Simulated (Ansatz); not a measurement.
`C[N](C)[Zn][Cl]` + `O[SiH3]` → `C[N](C)[Zn][O][SiH3]` + HCl at 500 K and 1 bar (ligand exchange at a Zn–Cl bond).

Program: Ansatz. Geometries: PBE0-D4/def2-TZVP. ΔE: electronic, gas phase. CCSD(T)/CBS adds triple-zeta CCSD(T) − MP2 to the extrapolated MP2 energy (def2 sets, frozen cores). This one scheme is used for every species. For Zn outer-core shells are correlated without core-valence functions, which leaves a few kJ/mol of doubt a bond. Scalar relativity is left out up to krypton. Each species was taken in one conformer, which may not be the lowest.

```json
{"species": "`C[N](C)[Zn][Cl]`", "CCSD(T)/CBS energy (Eh)": "-2372.62212", "H − E (kJ/mol)": "263.7", "S (J/(mol·K))": "430.1"}
{"species": "`O[SiH3]`", "CCSD(T)/CBS energy (Eh)": "-366.69042", "H − E (kJ/mol)": "127.5", "S (J/(mol·K))": "292.9"}
{"species": "`C[N](C)[Zn][O][SiH3]`", "CCSD(T)/CBS energy (Eh)": "-2278.90366", "H − E (kJ/mol)": "353.7", "S (J/(mol·K))": "536.6"}
{"species": "HCl", "CCSD(T)/CBS energy (Eh)": "-460.38127", "H − E (kJ/mol)": "32.5", "S (J/(mol·K))": "201.9"}
```

H − E and S are ideal-gas, rigid-rotor, harmonic terms from PBE0-D4/def2-TZVP, for one conformer and one mirror image of each species. 1 Eh = 2625.50 kJ/mol, R = 8.31446 J/(mol·K).

Question: By hand: ΔE, ΔH, ΔS and ΔG.

Answer: ΔE = (-2278.90366) + (-460.38127) − (-2372.62212) − (-366.69042) = 0.02761 Eh = 72.5 kJ/mol. Δ(H − E) = 353.7 + 32.5 − 263.7 − 127.5 = -5.0, so ΔH = 67.5 kJ/mol. ΔS = 536.6 + 201.9 − 430.1 − 292.9 = 15.5 J/(mol·K). ΔG = 67.5 − 500 × (15.5)/1000 = 59.8 kJ/mol.

Question: By hand: the equilibrium constant, and the temperature at which ΔG would vanish if ΔH and ΔS stayed fixed.

Answer: log₁₀ K = −ΔG/(RT ln 10) = -6.2. ΔG = 0 at ΔH/ΔS = 4355 K, far beyond where these terms or the molecules hold.

ΔH outweighs TΔS. A doubt of 5 kJ/mol in ΔE shifts log₁₀ K by 0.5 here. Other conformers and mirror images would add mixing entropy, several J/(mol·K) or more a flexible species. Modes under 60 cm⁻¹, often nearly free rotors, make the harmonic entropy too high. These are equilibria of isolated gas molecules and say nothing of rates. Largest T1 diagnostic: 0.015 (customary marks: 0.02 for closed shells, 0.045 for open ones).
